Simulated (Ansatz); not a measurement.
Two isomers of C2H10N2Si: A = `CN[SiH2]NC`, B = `CNC(N)[SiH3]`.

Program: Ansatz. Geometries: PBE0-D4/def2-TZVP. ΔE: electronic, gas phase. CCSD(T)/CBS adds triple-zeta CCSD(T) − MP2 to the extrapolated MP2 energy (def2 sets, frozen cores). Functionals use def2-TZVPP. B3LYP here is the variant with VWN-RPA as its local correlation; programs differ in this. One conformer a species, not always the lowest.

Q: Which isomer does CCSD(T)/CBS put lower? Give the gap. (An estimate is asked.)

A: The calculation gave: A, by 175.3 kJ/mol.

Q: Give E(B) − E(A) in kJ/mol with HF/def2-TZVPP, PBE0-D4, B3LYP, PBE-D4, CCSD/def2-TZVPP, r2SCAN-D4, B2PLYP. (An estimate is asked.)

A: Ansatz gave: HF/def2-TZVPP 194.4, PBE0-D4 165.9, B3LYP 177.5, PBE-D4 156.6, CCSD/def2-TZVPP 176.3, r2SCAN-D4 171.7, B2PLYP 179.0. None reverses the order clearly.

Largest T1 diagnostic: 0.011.

In def2-TZVPP, CCSD(T) changes the Hartree–Fock value by −22.6 kJ/mol (the triples alone add −4.5 kJ/mol) and MP2 by −15.4 kJ/mol. From PBE to PBE0 (25 % exact exchange), in def2-TZVPP and without D4, E(B) − E(A) moves by +9.1 kJ/mol.
